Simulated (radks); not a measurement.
Br III, 33 electrons, occupied as [Ar] 3d10 4s2 4p3.

All-electron calculation, scalar-relativistic Kohn-Sham, PBEsol, spin-unpolarised, spherical densities, finite nucleus; Fermi nuclear charge, rms radius 4.1629 fm. Program: a radial shooting solver on a logarithmic mesh with Libxc functionals.

Energy parts (hartree):
total: -2603.37065
kinetic: 2659.49257
electron-nucleus: -6251.04571
Hartree: 1077.81183
exchange-correlation: -89.62935

Orbitals (lengths in bohr, moments of r in powers of bohr; <r^-3> diverges for s and p1/2; r(max) is where P^2 peaks; r(90%) holds 90 % of the orbital's charge):
| orbital | occ. | eigenvalue (hartree) | <1/r> | r(max) | <r^-3> | r(90%) |
|---|---|---|---|---|---|---|
| 1s | 2 | -489.9550 | 35.64 | 0.02793 | - | 0.0765 |
| 2s | 2 | -64.53598 | 7.892 | 0.1593 | - | 0.293 |
| 2p | 6 | -57.04264 | 7.726 | 0.1275 | 1355 | 0.270 |
| 3s | 2 | -9.61941 | 2.593 | 0.4843 | - | 0.821 |
| 3p | 6 | -7.25348 | 2.441 | 0.4812 | 197.0 | 0.862 |
| 3d | 10 | -3.33631 | 2.155 | 0.4304 | 23.34 | 0.970 |
| 4s | 2 | -1.53829 | 0.8355 | 1.389 | - | 2.33 |
| 4p | 3 | -1.03795 | 0.7083 | 1.581 | 18.91 | 2.76 |

The highest occupied level is 4p at -28.244 eV. The density falls to 0.001 e/bohr^3 at r = 3.54 bohr.
